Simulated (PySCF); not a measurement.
Cl3Sn, charge +1. Atoms are numbered in the order given.

```xyz
4

Sn     0.0000     0.0000     0.0000
Cl     2.2610     0.0000     0.0000
Cl    -1.1305    -1.9580     0.0000
Cl    -1.1305     1.9580     0.0000
```
Charge +1, spin multiplicity 1.

Geometry: PBE0-D3(BJ)/def2-SVP. The multiplicity is an assumed one; other spin states were not compared. The isomer is the one that the SMILES or the coordinates give; other isomers of the formula were not compared. The def2 effective core potentials stand for the cores of Sn; spin–orbit coupling is left out.

Computed with PBE0-D3(BJ)/def2-SVP run with PySCF 2.14.0.

Frequencies are harmonic and unscaled.

Modes within 1.5 cm⁻¹ of each other (mostly degenerate sets) share a row, with their intensities summed.

Computed normal modes with their intensities:
```tsv
mode	ν (cm⁻¹)	IR (km/mol)	Raman (Å⁴/amu)	depolarisation	moving atoms (share of kinetic energy)
1–2	101	12.7	9.1	0.75	Cl 84 %, Sn 16 %
3	102	7.1	0.0	–	Cl 53 %, Sn 47 %
4	379	0.0	34.4	0.10	Cl 100 %
5–6	456	81.4	15.6	0.75	Cl 69 %, Sn 31 %
```
